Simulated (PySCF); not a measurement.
Peak assignment

Atoms are numbered as in `[CH3:1][O:2][C@@H:3]1[C@@H:4]([SiH3:5])[C@@H:6]1[C:7]#[N:8]`; H(Xn) means a hydrogen on atom n.

Calculated, not measured (PySCF): σ from GIAO-PBE0/pcSseg-1, GFN2-xTB structure. Single conformer, gas phase, one averaged value for each set of equivalent atoms, non-relativistic Hamiltonian.

δ = σ(ref) − σ, references computed at the same level: ¹³C and ¹H against TMS.

Q: Assign these signals to the numbered atoms. ¹³C{¹H} NMR (computed): δ 124.3, 66.6, 60.1, 12.5, 8.1.

A: 
124.3 → C7, nitrile carbon: this is the usual window of a C≡N carbon, which has no attached hydrogen
66.6 → C3, three-membered-ring carbon: pulled downfield by the heteroatom
60.1 → C1, methyl carbon bonded to O: pulled downfield by the heteroatom
12.5 → C4, three-membered-ring carbon: carbons of three-membered rings are unusually shielded
8.1 → C6, three-membered-ring carbon

Q: Assign these signals to the numbered atoms. ¹H NMR (500 MHz, computed): δ 3.87 (d, 3H), 3.74 (s, 3H), 3.04 (m, 1H), 0.79 (m, 1H), 0.77 (m, 1H).

A: 
3.87 → H(Si5), hydrogen on a silicon bonded to C
3.74 → H(C1), hydrogen on a methyl carbon bonded to O: its carbon carries O, which withdraws density
3.04 → H(C3), hydrogen on a three-membered-ring carbon: its carbon carries O, hence the downfield position
0.79 → H(C6), hydrogen on a three-membered-ring carbon
0.77 → H(C4), hydrogen on a three-membered-ring carbon

H(C6) and H(C4) lie closer than the usual error of such a calculation, so a measured spectrum could show them in the other order.

Shifts are as computed. Against solution values, carbons near 30 ppm lie about +3 ppm off and those near 130 ppm about +5 ppm. Of 1211 compounds with measured shifts, 218 miss one by over three times the rms of a fit or turn the order of signals round; such compounds aren't used in these exercises. No couplings were computed; multiplicities are counted from neighbouring protons, with m where these are inequivalent, close in shift, in a saturated or five-membered ring or joined by F or P, and br s for small geminal =CH2 splittings.
